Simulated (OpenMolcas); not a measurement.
Cu2+, Ag2+, Au2+: d⁹ down the group

| Property | Result |
| --- | --- |
| Program | OpenMolcas 26.06 |
| Method | SS-CASPT2, IPEA 0.25 Eh, imaginary shift 0.1 Eh |
| Basis | ANO-R3 |
| Scalar Hamiltonian | X2C, finite nucleus |
| Spin-orbit coupling | state interaction with AMFI integrals over the reference wave functions, term energies averaged over their components |

Active space for each ion: 9 electrons in 5 orbitals (d); closed shells correlated by CASPT2: Cu2+ 3s 3p; Ag2+ 4s 4p; Au2+ 5s 5p.

Computed levels in cm-1 above ²D_5/2:

| Level | Cu2+ | Ag2+ | Au2+ |
| --- | --- | --- | --- |
| ²D_3/2 | 2060 | 4500 | 13080 |
| weight of ²D in the lowest level (%) | 100 | 100 | 100 |

Measured, with the error of the calculation in %. Measured levels: Cu2+ from Sugar and Musgrove, J. Phys. Chem. Ref. Data 19, 527 (1990); Ag2+ from Moore, Atomic Energy Levels, vol. III, NSRDS-NBS 35 (1971 reprint of NBS Circular 467, 1958); Au2+ from Iglesias, J. Res. Natl. Bur. Stand. 64A, 481 (1960).

```csv
Level,Cu2+,Ag2+,Au2+
²D_3/2,2072 (-0.4),4607 (-2.4),12694 (+3.0)
```

The fine-structure level ²D_3/2 changes by a factor of 6.35 from Cu2+ to Au2+.

CASPT2 does not keep the components of a term degenerate, so their means are used; among the terms shown or strongly mixed into the levels shown the widest spread is 47 cm-1 (5d⁹ ²D, Au2+). Computed and measured levels are paired by configuration, term and J; levels that our copy of the source lacks, or whose pairing is in doubt (as where it misses far off the trend of its configuration), stay unpaired and out of the deviations. Levels of configurations outside the active space are missing.
